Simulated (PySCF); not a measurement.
Compound: 4-mercaptobenzoic acid, C7H6O2S.
SMILES with atom numbers: `[O:1]=[C:2]([OH:3])[c:4]1[cH:5][cH:6][c:7]([SH:8])[cH:9][cH:10]1` (hydrogens: H11 on O3; H12 on C5; H13 on C6; H14 on S8; H15 on C9; H16 on C10)

The calculation used PBE0-D3(BJ)/def2-SVP geometry optimisation, gas phase in PySCF 2.14.0.

List the bond lengths, angles and torsions at this level.

```
           bond  length (Å)     order
          O1=C2       1.206    double
          C2–O3       1.342    single
          C2–C4       1.481    single
  C4–C5, C4–C10       1.399  aromatic
  C5–C6, C9–C10       1.387  aromatic
   C6–C7, C7–C9       1.403  aromatic
          C7–S8       1.759    single
         O3–H11       0.969    single
C5–H12, C10–H16       1.092    single
 C6–H13, C9–H15       1.093    single
         S8–H14       1.349    single
```

Bonds in one row agree within 0.01 Å and their mean is given. Orders are formal, as drawn. A selection of angles:
```
    angle  degrees
 O1–C2–O3    122.3
 O1–C2–C4    124.6
 O3–C2–C4    113.1
 C2–C4–C5    122.5
C2–C4–C10    118.2
C5–C4–C10    119.3
 C4–C5–C6    120.4
 C5–C6–C7    120.2
 C6–C7–S8    123.0
 C6–C7–C9    119.4
 S8–C7–C9    117.6
C4–C10–C9    120.6
H11–O3–C2    106.0
H14–S8–C7     96.7
```

Dihedral angles: O1–C2–C4–C5 180° (antiperiplanar); H11–O3–C2–O1 0° (synperiplanar); H14–S8–C7–C6 0° (synperiplanar).

The 10 heavy atoms lie in one plane (0.001 Å rms). Of the pairs four or more bonds apart, O3···H12 is among the closest relative to their van der Waals radii: 2.42 Å, 89 % of the sum of Bondi's values. S8 (thiol sulfur) is bent (angle 96.7°). The C–C distances run from 1.386 Å (C9–C10, aromatic) to 1.481 Å (C2–C4, drawn single), a spread of 0.095 Å. The 6-membered ring C4–C5–C6–C7–C9–C10 has internal angles of 119.3° to 120.6°; it is planar, 0.00 Å rms from its mean plane, widest ring torsion 0°. The C–O distances run from 1.206 Å (O1=C2, drawn double) to 1.342 Å (C2–O3, drawn single), a spread of 0.136 Å.

Point group: Cs (tolerance 0.08 Å). Not checked by PBE0-D3(BJ)/def2-SVP frequencies. One conformer, not necessarily the lowest (O1–C2–O3–H 0°, O1–C2–C4–C5 180°, C6–C7–S8–H 0°).
